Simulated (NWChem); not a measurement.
System meant: GeN2H4F2; SMILES [Ge]([F])([NH2])([NH2])[F]

The following NWChem deck was run.

```
start job
memory heap 200 mb stack 900 mb global 1100 mb
geometry units angstroms noautoz
  N     -1.375779    -0.581036     1.029828
  Ge     0.000000     0.000000    -0.000365
  N      1.375779     0.581036     1.029828
  F      0.709850    -1.177046    -1.089527
  F     -0.709850     1.177046    -1.089527
  H     -1.146159    -1.401472     1.600640
  H     -2.234291    -0.763418     0.499293
  H      1.146159     1.401472     1.600640
  H      2.234291     0.763418     0.499293
end
basis spherical
  * library def2-svp
end
dft
  xc b3lyp
  iterations 4
  mulliken
end
task dft energy
```

End of the output:

```
    Atom       Charge   Shell Charges
 -----------   ------   -------------------------------------------------------
    1 N    7     7.19   1.97  0.73  0.45  2.21  1.80  0.03
    2 Ge  32    31.49   2.00  2.00  1.92  0.68  0.25  5.99  5.81  1.22  0.76  7.84  2.06  0.97
    3 N    7     7.19   1.97  0.73  0.45  2.21  1.80  0.03
    4 F    9     9.23   1.98  1.02  0.78  3.21  2.24  0.00
    5 F    9     9.23   1.98  1.02  0.78  3.21  2.24  0.00
    6 H    1     0.92   0.59  0.21  0.12
    7 H    1     0.92   0.59  0.21  0.12
    8 H    1     0.92   0.59  0.21  0.12
    9 H    1     0.92   0.59  0.21  0.12

 center of mass
 --------------
 x =   0.00000000 y =   0.00000000 z =  -0.08167939

 moments of inertia (a.u.)
 ------------------
         524.304465080901           0.000000000000           0.000000000000
           0.000000000000         590.131461531406           0.000000000000
           0.000000000000           0.000000000000         543.145422527126

     Multipole analysis of the density
     ---------------------------------

     L   x y z        total         alpha         beta         nuclear
     -   - - -        -----         -----         ----         -------
     0   0 0 0     -0.000000    -34.000000    -34.000000     68.000000

     1   1 0 0      0.000000      0.000000      0.000000     -0.000000
     1   0 1 0     -0.000000     -0.000000     -0.000000      0.000000
     1   0 0 1      0.894698      0.447349      0.447349      0.000000

     2   2 0 0    -27.673240    -97.901224    -97.901224    168.129209
     2   1 1 0      5.359244     -5.551382     -5.551382     16.462008
     2   1 0 1     -0.000000     -0.000000     -0.000000     -0.000000
     2   0 2 0    -26.838477    -77.443747    -77.443747    128.049017
     2   0 1 1     -0.000000     -0.000000     -0.000000      0.000000
     2   0 0 2    -31.352977    -90.352260    -90.352260    149.351542

 ------------------------------------------------------------------------
 dft energy failed                                                                                  0
 ------------------------------------------------------------------------
 ------------------------------------------------------------------------
  current input line :
    22: task dft energy
 ------------------------------------------------------------------------
 ------------------------------------------------------------------------
 This type of error is most commonly associated with calculations not reaching convergence criteria
 ------------------------------------------------------------------------
 For more information see the NWChem manual at https://nwchemgit.github.io

0:dft energy failed:Received an Error in Communication
```

**Question.** Find the fault in this run and fix the input.

**Answer.** Convergence was not reached. Cause: the SCF was allowed too few iterations. This input runs:
```
start job
memory heap 200 mb stack 900 mb global 1100 mb
geometry units angstroms noautoz
  N     -1.375779    -0.581036     1.029828
  Ge     0.000000     0.000000    -0.000365
  N      1.375779     0.581036     1.029828
  F      0.709850    -1.177046    -1.089527
  F     -0.709850     1.177046    -1.089527
  H     -1.146159    -1.401472     1.600640
  H     -2.234291    -0.763418     0.499293
  H      1.146159     1.401472     1.600640
  H      2.234291     0.763418     0.499293
end
basis spherical
  * library def2-svp
end
dft
  xc b3lyp
  iterations 150
  mulliken
end
task dft energy
```
It converges to -2388.25095 Ha (B3LYP/def2-SVP).
